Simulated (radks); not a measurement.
Species: Mo IV. Configuration: [Kr] 4d3. All-electron calculation, Dirac Kohn-Sham, PBEsol, spin-unpolarised, spherical densities, point nucleus; open shells are shared between the two j in proportion to 2j + 1; speed of light set to 171.295 atomic units (1.25 times the physical value, a model run). Program: a radial shooting solver on a logarithmic mesh with Libxc functionals.

Normalised radial functions P(r) = r R(r) (large component), r in bohr:

r,3d3/2,4p3/2,4d5/2
0.00156,0.0000,0.0008,0.0000
0.002048,0.0000,0.0014,0.0000
0.002666,0.0000,0.0023,0.0000
0.0035,0.0001,0.0039,0.0000
0.004557,0.0002,0.0064,0.0000
0.005981,0.0004,0.0107,0.0001
0.007788,0.0008,0.0174,0.0002
0.01014,0.0017,0.0279,0.0005
0.01331,0.0036,0.0447,0.0011
0.01733,0.0075,0.0694,0.0022
0.02275,0.0155,0.1061,0.0047
0.02963,0.0308,0.1545,0.0094
0.03889,0.0611,0.2168,0.0187
0.05063,0.1150,0.2819,0.0354
0.06593,0.2082,0.3345,0.0643
0.08654,0.3643,0.3439,0.1124
0.1127,0.5886,0.2715,0.1808
0.1479,0.8903,0.0857,0.2698
0.1926,1.2102,-0.1819,0.3561
0.2528,1.4776,-0.4476,0.4064
0.3292,1.5684,-0.5409,0.3685
0.4286,1.4261,-0.3485,0.2078
0.5626,1.0702,0.1280,-0.0814
0.7326,0.6514,0.6606,-0.4188
0.9616,0.2982,0.9994,-0.7137
1.252,0.1009,0.9732,-0.8440
1.644,0.0217,0.6714,-0.7792
2.14,0.0029,0.3353,-0.5741
2.787,0.0002,0.1150,-0.3304
3.658,0.0000,0.0237,-0.1368
4.763,0.0000,0.0028,-0.0388

3d3/2: eigenvalue -256.24 eV, 0 radial nodes, <r> = 0.414 bohr, 90 % of the charge inside 0.661 bohr. 4p3/2: eigenvalue -69.191 eV, 2 radial nodes at r = 0.162, 0.528 bohr, <r> = 1.22 bohr, 90 % of the charge inside 1.80 bohr. 4d5/2: eigenvalue -32.953 eV, 1 radial node at r = 0.526 bohr, <r> = 1.60 bohr, 90 % of the charge inside 2.47 bohr.
